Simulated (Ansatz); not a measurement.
Compare A (`C[SiH](Cl)N=C=O`) with its isomer B (`C[Si](O)(Cl)C#N`).

Program: Ansatz. Geometries: PBE0-D4/def2-TZVP. ΔE: electronic, gas phase. CBS: MP2 limit from def2 TZ/QZ plus the TZ coupled-cluster correction, frozen cores. Functionals use def2-TZVPP. B3LYP here is the variant with VWN-RPA as its local correlation; programs differ in this. One conformer a species, not always the lowest.

**Question.** Which is lower in electronic energy at CCSD(T)/CBS, and by how much? (Best estimate.)

**Answer.** Computed: B, by 41.3 kJ/mol.

**Question.** Give E(B) − E(A) in kJ/mol with MP2/def2-TZVPP, PBE0-D4, B3LYP, CCSD/def2-TZVPP, B2PLYP, HF/def2-TZVPP, PBE-D4. (Best estimate.)

**Answer.** Computed: MP2/def2-TZVPP -38.0, PBE0-D4 -0.4, B3LYP -6.9, CCSD/def2-TZVPP -42.8, B2PLYP -20.2, HF/def2-TZVPP -23.5, PBE-D4 6.8. The order is the other way round with PBE-D4.

Largest T1 diagnostic: 0.014.

In def2-TZVPP, CCSD(T) changes the Hartree–Fock value by −16.1 kJ/mol (the triples alone add +3.2 kJ/mol) and MP2 by −14.5 kJ/mol. From PBE to PBE0 (25 % exact exchange), in def2-TZVPP and without D4, E(B) − E(A) moves by −7.4 kJ/mol.
